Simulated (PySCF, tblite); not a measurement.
C5H7F2NO.
Z-matrix (Å and degrees, GFN2-xTB geometry), rows numbered from 1:
```
F 
C   1  1.3381
F   2  1.3581  1  106.14
O   2  1.3496  1  108.18  3   120.33
C   4  1.3760  2  116.47  1   168.26
C   5  1.3250  4  131.18  2    11.17
C   6  1.5081  5  108.53  4  -178.55
N   7  1.4669  6  105.45  5   -13.17
C   8  1.4599  7  106.33  6    20.97
H   2  1.1076  1  109.00  3  -114.97
H   6  1.0731  5  128.97  4     1.31
H   7  1.0981  6  110.10  5   103.92
H   7  1.0904  6  112.95  5  -135.31
H   8  1.0145  7  109.12  6   -96.78
H   9  1.0895  5  112.70  4   -45.66
H   9  1.0975  5  109.53  4    74.87
```

Computed, not measured: PBE0/pcSseg-1 in PySCF (dipole) on a GFN2-xTB geometry, gas phase.

Take the most abundant isotopes and a rigid rotor. The values belong to one conformer with, in the numbering `[F:1][CH:2]([F:3])[O:4][C:5]1=[CH:6][CH2:7][NH:8][CH2:9]1`, F1–C2–O4–C5 168°, C2–O4–C5–C6 11°, C5–C6–C7–N8 -13°, C6–C7–N8–C9 21°, C7–N8–C9–C5 -21°, O4–C5–C9–N8 -168°.

(1) Give the principal moments of inertia and the rotational constants in cm⁻¹.

(2) Classify the top.

(3) Is it planar, by Δ = Ic − Ia − Ib?

(4) Give the coordinates in the principal-axis frame, origin at the centre of mass.

(5) Where do the levels up to J = 3 lie, in K?

(6) Which lines would a microwave search look for?

Results:

(1) Ia = 116.12, Ib = 568.89, Ic = 643.86 u·Å²; 505379 MHz·u·Å²/I gives 4352, 888.4 and 784.9 MHz, that is A = 0.14518, B = 0.02963, C = 0.02618 cm⁻¹.

(2) A near-prolate asymmetric top: κ = (2 × 888.4 − 4352 − 784.9)/(4352 − 784.9) = -0.94.

(3) Not planar: Δ = Ic − Ia − Ib = -41.15 u·Å². For a rigid frame Δ = −2 Σ m c², so Σ m c² = 20.58 u·Å² lies off the ab plane: 6.97 from hydrogen and 13.61 from heavier atoms. The atom farthest from that plane is 1.40 Å away.

(4) The sense of each axis is arbitrary; atoms in the order of the calculation.
```json
{"atom": "F1", "mass (u)": "18.998", "a (Å)": "2.835", "b (Å)": "-0.628", "c (Å)": "0.312"}
{"atom": "C2", "mass (u)": "12.000", "a (Å)": "1.704", "b (Å)": "0.086", "c (Å)": "0.277"}
{"atom": "F3", "mass (u)": "18.998", "a (Å)": "1.925", "b (Å)": "1.100", "c (Å)": "-0.599"}
{"atom": "O4", "mass (u)": "15.995", "a (Å)": "0.706", "b (Å)": "-0.725", "c (Å)": "-0.130"}
{"atom": "C5", "mass (u)": "12.000", "a (Å)": "-0.574", "b (Å)": "-0.240", "c (Å)": "0.009"}
{"atom": "C6", "mass (u)": "12.000", "a (Å)": "-1.021", "b (Å)": "0.973", "c (Å)": "0.300"}
{"atom": "C7", "mass (u)": "12.000", "a (Å)": "-2.527", "b (Å)": "0.928", "c (Å)": "0.358"}
{"atom": "N8", "mass (u)": "14.003", "a (Å)": "-2.903", "b (Å)": "-0.357", "c (Å)": "-0.242"}
{"atom": "C9", "mass (u)": "12.000", "a (Å)": "-1.721", "b (Å)": "-1.210", "c (Å)": "-0.159"}
{"atom": "H10", "mass (u)": "1.008", "a (Å)": "1.538", "b (Å)": "0.547", "c (Å)": "1.271"}
{"atom": "H11", "mass (u)": "1.008", "a (Å)": "-0.463", "b (Å)": "1.872", "c (Å)": "0.477"}
{"atom": "H12", "mass (u)": "1.008", "a (Å)": "-2.865", "b (Å)": "0.941", "c (Å)": "1.403"}
{"atom": "H13", "mass (u)": "1.008", "a (Å)": "-2.998", "b (Å)": "1.765", "c (Å)": "-0.158"}
{"atom": "H14", "mass (u)": "1.008", "a (Å)": "-3.143", "b (Å)": "-0.211", "c (Å)": "-1.217"}
{"atom": "H15", "mass (u)": "1.008", "a (Å)": "-1.605", "b (Å)": "-1.853", "c (Å)": "-1.031"}
{"atom": "H16", "mass (u)": "1.008", "a (Å)": "-1.795", "b (Å)": "-1.849", "c (Å)": "0.731"}
```

(5) Above 0(0,0), as E/k:
J = 1: 1(0,1) 0.080, 1(1,1) 0.247, 1(1,0) 0.252
J = 2: 2(0,2) 0.241, 2(1,2) 0.402, 2(1,1) 0.417, 2(2,1) 0.916, 2(2,0) 0.916
J = 3: 3(0,3) 0.481, 3(1,3) 0.636, 3(1,2) 0.665, 3(2,2) 1.157, 3(2,1) 1.157, 3(3,1) 2.000, 3(3,0) 2.000
The levels of one J sum to (2J + 1)J(J + 1)(A + B + C)/3.

(6) The dipole components are |μa| = 1.32 D, |μb| = 1.00 D, |μc| = 0.56 D. Intensities carry the squares of the components, which stand as 1.00 : 0.57 : 0.18 (a : b : c). Some lines, for components of 0.1 D or more:

```json
{"type": "a", "branch": "R", "J(Ka,Kc)": "2(1,2) ← 1(1,1)", "MHz": "3243", "lower level (cm⁻¹)": "0.171"}
{"type": "a", "branch": "R", "J(Ka,Kc)": "2(1,1) ← 1(1,0)", "MHz": "3450", "lower level (cm⁻¹)": "0.175"}
{"type": "a", "branch": "R", "J(Ka,Kc)": "3(0,3) ← 2(0,2)", "MHz": "5011", "lower level (cm⁻¹)": "0.167"}
{"type": "b", "branch": "R", "J(Ka,Kc)": "2(1,2) ← 1(0,1)", "MHz": "6707", "lower level (cm⁻¹)": "0.056"}
{"type": "b", "branch": "R", "J(Ka,Kc)": "4(1,4) ← 3(0,3)", "MHz": "9697", "lower level (cm⁻¹)": "0.335"}
{"type": "b", "branch": "Q", "J(Ka,Kc)": "2(2,0) ← 2(1,1)", "MHz": "10394", "lower level (cm⁻¹)": "0.290"}
{"type": "c", "branch": "R", "J(Ka,Kc)": "3(2,2) ← 2(1,2)", "MHz": "15722", "lower level (cm⁻¹)": "0.280"}
{"type": "b", "branch": "R", "J(Ka,Kc)": "4(2,2) ← 3(1,3)", "MHz": "17584", "lower level (cm⁻¹)": "0.442"}
{"type": "b", "branch": "Q", "J(Ka,Kc)": "5(3,3) ← 5(2,4)", "MHz": "17598", "lower level (cm⁻¹)": "1.306"}
{"type": "c", "branch": "R", "J(Ka,Kc)": "4(4,0) ← 3(3,0)", "MHz": "31303", "lower level (cm⁻¹)": "1.390"}
{"type": "c", "branch": "Q", "J(Ka,Kc)": "5(5,1) ← 5(4,1)", "MHz": "31636", "lower level (cm⁻¹)": "2.714"}
{"type": "b", "branch": "R", "J(Ka,Kc)": "5(4,2) ← 4(3,1)", "MHz": "32976", "lower level (cm⁻¹)": "1.614"}
{"type": "b", "branch": "R", "J(Ka,Kc)": "5(4,1) ← 4(3,2)", "MHz": "32977", "lower level (cm⁻¹)": "1.614"}
{"type": "b", "branch": "R", "J(Ka,Kc)": "5(5,1) ← 4(4,0)", "MHz": "40007", "lower level (cm⁻¹)": "2.434"}
```

Its GFN2-xTB frequencies are all real (lowest 59 cm⁻¹). Constants of a rigid frame at the computed geometry: no zero-point averaging, no centrifugal distortion. A rigid rotor knows nothing of inversion at nitrogen, which can split or shift real lines. Quadrupole hyperfine structure (14N) is left out.
